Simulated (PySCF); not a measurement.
# Energy of Lu²⁺ (lutetium, charge +2) between two integer charges

The 6s alpha orbital of [Xe] 4f14 6s1 is emptied in steps (occupation f), with all orbitals relaxed, ending at [Xe] 4f14. Calculation: PySCF 2.14, in def2-TZVP with the def2 core potential (28 electrons) (10s8p5d4f1g, 96 functions); a scalar-relativistic core potential. The exact energy is a straight line in f; departures are measured from the line between the end points of the same method.

**Question.** Among UHF, LDA, PBE, which shows the largest delocalisation error (convex curve), and which is closest to linear?

**Answer.** Most convex: PBE (-0.802 eV at f = 0.5); closest to linear: UHF (0.010 eV).

```
  f  UHF (eV)  LDA (eV)  PBE (eV)
  1     0.000     0.000     0.000
0.9     0.004    -0.278    -0.287
0.7     0.009    -0.642    -0.671
0.5     0.010    -0.753    -0.802
0.3     0.009    -0.619    -0.675
0.1     0.004    -0.255    -0.285
  0     0.000     0.000     0.000
```

```tsv
method	E(f=0) − E(f=1) (eV)	−ε at f=1 (eV)	−ε at f=0.5 (eV)
UHF	19.972	20.016	19.972
LDA	21.394	18.292	21.459
PBE	21.163	17.978	21.148
```

Reference removal energy between the ground levels: 20.959 eV (measured; NIST Atomic Spectra Database, ionization energies). UHF lacks correlation.
